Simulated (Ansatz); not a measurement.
Relaxing a trial structure of CH4BeSi

The starting geometry of this gas-phase triplet was optimised with GFN2-xTB; its bonds are those of `[CH3][Be][SiH]`.

```xyz
7

C     0.0586    0.3332    2.6969
Be    0.6268   -1.0514    1.8200
Si    1.2935   -2.6777    0.7608
H     0.4533    0.4114    3.7120
H     0.3116    1.2864    2.2283
H    -1.0260    0.3654    2.8193
H     1.7648   -3.8295    0.0097
```

Task: Predict what it relaxes into with BLYP-D3(BJ)/def2-SVP.

Result: It keeps its bonds, and is `[CH3][Be][SiH]`.

The energy falls by 0.22 eV over 21 steps:

```tsv
step	E − E(last) (eV)
1	0.225
3	0.154
5	0.154
8	0.068
10	0.002
12	0.000
14	0.000
17	0.000
19	0.000
21	0.000
```

Final geometry (Å):

```xyz
7

C     0.0575    0.2841    2.6815
Be    0.7161   -0.9672    1.7743
Si    1.6851   -2.4155    0.5610
H     0.4277    0.2967    3.7313
H     0.2952    1.2830    2.2494
H    -1.0531    0.2248    2.7377
H     1.3542   -3.8681    0.3116
```

Frequencies at the end are all real (lowest 17 cm⁻¹). Open shells are spin-unrestricted. The triplet needn't be the ground state. Run with Ansatz 0.2.0, 86 s on 1 thread of Intel(R) Xeon(R) Processor @ 2.50GHz (Skylake/Cascade Lake), with other jobs on the host.
